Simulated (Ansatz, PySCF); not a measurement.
Breaking the Si1–F3 bond in FHSi (SMILES F[SiH]) (multiplicity 1 held, fragments rigid). Energies count from the point at 1.620 Å.
Geometry at that point (charge 0, multiplicity 1):
```tsv
atom	x (Å)	y (Å)	z (Å)
Si	-0.2073	-0.3454	0.4496
H	-1.0031	-1.1949	-0.5558
F	0.4339	0.6700	-0.6376
```

R- and RO- levels are restricted; in cc, def2 and unpolarised 6-31G sets they are followed outwards from rest. Active spaces are followed from a long bond inwards. Left out are points that failed, MP2 points that dive below the minimum, coupled-cluster points behind a jump of the amplitudes or a sharp parting from full CI or MRCI, small-basis points behind a change of solution, and semi-empirical points at long bonds. Levels need not reach the same state.

Cores are frozen in the correlated methods. Rows in 6-31G* carry no dispersion term and start afresh at each structure (6-31G* with six Cartesian d functions). MP2/6-31G* freezes PySCF's default core.

Codes used: Ansatz (Gaussian basis) for Hartree–Fock, density functionals and correlated methods; PySCF for 6-31G* rows. Each number belongs to the level named beside it.

Energies in eV.

| R (Å) | R-HF/6-31G* | R-B3LYP/6-31G* | R-MP2/6-31G* | R-MP2/cc-pV(T+d)Z | FIC-MRCISD+Q on CASSCF(6,4)/cc-pV(T+d)Z |
|---|---|---|---|---|---|
| 1.296 | 3.16 | ? | 3.53 | 3.03 | 2.98 |
| 1.458 | 0.49 | 0.62 | 0.65 | 0.50 | 0.48 |
| 1.620 | 0.00 | 0.00 | 0.00 | 0.00 | 0.00 |
| 1.782 | 0.42 | 0.29 | 0.30 | 0.32 | 0.35 |
| 1.944 | 1.18 | 0.93 | 0.98 | 0.97 | 1.01 |
| 2.187 | 2.45 | ? | 2.18 | 2.09 | 2.12 |
| 2.430 | 3.62 | 3.04 | 3.30 | 3.16 | 3.16 |
| 2.835 | 5.19 | 4.37 | 4.80 | 4.65 | 4.58 |
| 3.240 | 6.33 | ? | 5.87 | 5.78 | 5.47 |
| 3.726 | 7.33 | 6.04 | 6.75 | 6.78 | 5.87 |
| 4.374 | 8.26 | left out | 7.35 | 7.67 | 5.98 |
| 5.184 | 8.94 | left out | 7.43 | 8.22 | 6.00 |

Some entries are withheld; supply them.


- 1.296, R-B3LYP/6-31G*: 3.38
- 3.240, R-B3LYP/6-31G*: 5.30
- 2.187, R-B3LYP/6-31G*: 2.03

Doubts at one or more of the structures used: a restricted determinant that unrestricted orbitals would lower (R-HF/6-31G*, R-B3LYP/6-31G*, R-MP2/6-31G*, R-MP2/cc-pV(T+d)Z); active orbitals that take no part (FIC-MRCISD+Q on CASSCF(6,4)/cc-pV(T+d)Z).

Ansatz is an electronic-structure program.
